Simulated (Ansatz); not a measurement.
Consider the substitution at a C–Sn bond: `[CH3][SnH2][F]` + `[MgH][SH]` → `C[S][MgH]` + `[F][SnH3]`.

Gas-phase electronic energies from Ansatz, PBE0-D4/def2-TZVP geometries. CCSD(T)/CBS is the MP2 limit (def2-TZVPP, def2-QZVPP) plus CCSD(T) − MP2 in def2-TZVPP, frozen cores. Functionals use def2-TZVPP. B3LYP here is the variant with VWN-RPA as its local correlation; programs differ in this. HSE06 is defined as in plane-wave codes. def2 core potentials past Kr. For Mg, Sn outer-core shells are correlated without core-valence functions, which leaves a few kJ/mol of doubt a bond.

`[CH3][SnH2][F]`:

Cartesian coordinates in Å:
```
C 1.044 0.511 0.073
Sn -0.805 -0.532 0.020
F -1.967 0.609 -1.019
H 1.422 0.631 -0.942
H 0.891 1.494 0.519
H 1.775 -0.041 0.665
H -1.589 -0.670 1.529
H -0.771 -2.001 -0.846
```

`[MgH][SH]`:

```xyz
4

Mg   -0.650    0.409   -0.264
S     1.535   -0.294   -0.286
H    -2.259    0.937   -0.262
H     1.374   -1.052    0.813
```

`C[S][MgH]`:

Cartesian coordinates in Å:
```
C 0.908 0.126 -0.770
S -0.535 1.155 -0.327
Mg -1.611 -0.083 1.276
H 0.610 -0.836 -1.188
H 1.571 -0.035 0.081
H 1.465 0.669 -1.534
H -2.409 -0.996 2.461
```

`[F][SnH3]`:

```xyz
5

F     0.754   -0.228    1.619
Sn   -0.053    0.016   -0.113
H    -1.481    0.887    0.193
H    -0.322   -1.561   -0.691
H     1.102    0.886   -1.009
```

| level | ΔE (kJ/mol) | difference from CCSD(T)/CBS |
| --- | --- | --- |
| LDA (SPW92) | 63.3 | -9.5 |
| revPBE-D4 | 59.4 | -13.4 |
| BLYP-D4 | 62.5 | -10.3 |
| r2SCAN-D4 | 67.2 | -5.6 |
| B97M-V | 61.9 | -10.9 |
| PBE0-D4 | 64.2 | -8.6 |
| B3LYP-D4 | 64.1 | -8.7 |
| r2SCANh-D4 | 67.2 | -5.6 |
| r2SCAN0-D4 | 67.2 | -5.6 |
| HSE06-D4 | 64.3 | -8.5 |
| CAM-B3LYP-D4 | 65.2 | -7.6 |
| ωB97X-V | 64.8 | -8.0 |
| ωB97M-V | 66.9 | -5.9 |
| PBE-QIDH | 68.0 | -4.8 |
| PBE | 63.3 | -9.5 |
| revPBE | 63.0 | -9.8 |
| BLYP | 63.8 | -9.0 |
| r2SCAN | 67.2 | -5.6 |
| PBE0 | 64.4 | -8.4 |
| B3LYP | 64.6 | -8.2 |
| r2SCANh | 67.3 | -5.5 |
| r2SCAN0 | 67.2 | -5.6 |
| HSE06 | 64.4 | -8.4 |
| BHLYP | 65.1 | -7.7 |
| CAM-B3LYP | 65.3 | -7.5 |
| LC-ωPBE | 65.6 | -7.2 |
| HF/def2-SVP | 61.0 | -11.8 |
| MP2/def2-SVP | 65.9 | -6.9 |
| CCSD/def2-SVP | 63.8 | -9.0 |
| CCSD(T)/def2-SVP | 63.1 | -9.7 |
| HF/def2-TZVPP | 63.0 | -9.8 |
| MP2/def2-TZVPP | 73.8 | 1.0 |
| SCS-MP2/def2-TZVPP | 69.8 | -3.0 |
| CCSD/def2-TZVPP | 70.7 | -2.1 |
| CCSD(T)/def2-TZVPP | 70.6 | -2.2 |
| HF/def2-QZVPP | 63.4 | -9.4 |
| MP2/def2-QZVPP | 75.2 | 2.4 |
| SCS-MP2/def2-QZVPP | 70.9 | -1.9 |
| HF/CBS(def2) | 63.5 | -9.3 |
| CCSD/CBS(def2) | 72.9 | 0.1 |
| CCSD(T)/CBS | 72.8 | 0 |

Largest T1 diagnostic among the species: 0.014.

At CCSD(T), def2-SVP lies −9.7 kJ/mol from the extrapolated value and def2-TZVPP −2.2 kJ/mol. Leaving LDA and LC-ωPBE aside and taking each functional with its dispersion term where it has one, the values spread over 8.6 kJ/mol, from revPBE-D4 to PBE-QIDH.
